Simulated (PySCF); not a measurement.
ClGeH3S3.

```xyz
8

S     -0.7392    -0.4656    -2.0266
Ge    -0.0024     0.0013    -0.0113
S     -0.3062    -1.7986     1.2115
S      2.0786     0.7005     0.1303
Cl    -1.1373     1.6816     0.6798
H     -0.3171    -1.7441    -1.9573
H      0.6199    -1.4338     2.1201
H      2.5788    -0.4331    -0.4017
```
Charge 0, spin multiplicity 1.

Geometry optimised at ωB97X-D3(BJ)/def2-SVP. This is a generated structure with no PubChem entry under its InChIKey; it may be hypothetical. One conformer was computed; it need not be the lowest.

Calculation: PBE/pcSseg-1 run with PySCF. Non-relativistic, no solvent.

Computed absolute GIAO shielding of each atom: isotropic value and principal components (ppm):
| atom | σ(iso) | σ11 | σ22 | σ33 | span |
|---|---|---|---|---|---|
| S1 | 549.5 | 425.6 | 491.4 | 731.5 | 305.8 |
| Ge2 | 1067.3 | 947.5 | 1039.2 | 1215.1 | 267.6 |
| S3 | 500.3 | 349.2 | 431.5 | 720.2 | 370.9 |
| S4 | 498.0 | 328.9 | 483.1 | 681.9 | 352.9 |
| Cl5 | 754.6 | 634.6 | 679.9 | 949.2 | 314.5 |
| H6 | 29.5 | 21.8 | 27.8 | 39.0 | 17.2 |
| H7 | 29.1 | 21.7 | 26.9 | 38.7 | 17.0 |
| H8 | 29.6 | 22.6 | 27.1 | 39.0 | 16.3 |
